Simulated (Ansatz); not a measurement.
H4INSi, SMILES `N[SiH2]I`, relaxed with RKS PBE0-D4/def2-TZVP in Ansatz from a PBE-D4/def2-SVP geometry. The force threshold is 0.005 eV/Å; the program also tests the step.

The species carries charge 0 and has multiplicity 1. I: def2 effective core potential.

Start:

```xyz
7

N    -0.626    0.004    0.980
Si    0.439    0.275   -0.357
I     0.343   -1.407   -2.210
H    -1.634    0.105    0.831
H    -0.448   -0.798    1.591
H     1.849    0.234    0.148
H     0.078    1.587   -0.984
```

```csv
step,energy (eV),largest force (eV/Å),largest move (Å)
1,-17532.0213,0.585,0.000
2,-17532.0489,0.266,0.074
3,-17532.0531,0.187,0.040
4,-17532.0561,0.044,0.020
5,-17532.0563,0.009,0.007
6,-17532.0563,0.002,0.001
```

End:

```xyz
7

N    -0.623   -0.016    0.952
Si    0.434    0.272   -0.353
I     0.340   -1.385   -2.180
H    -1.615    0.114    0.827
H    -0.439   -0.783    1.581
H     1.825    0.232    0.146
H     0.078    1.566   -0.973
```

It took 20 s on 2 threads of an Arm Neoverse V1 on a shared host, with 0.3 GiB of host memory at the peak.
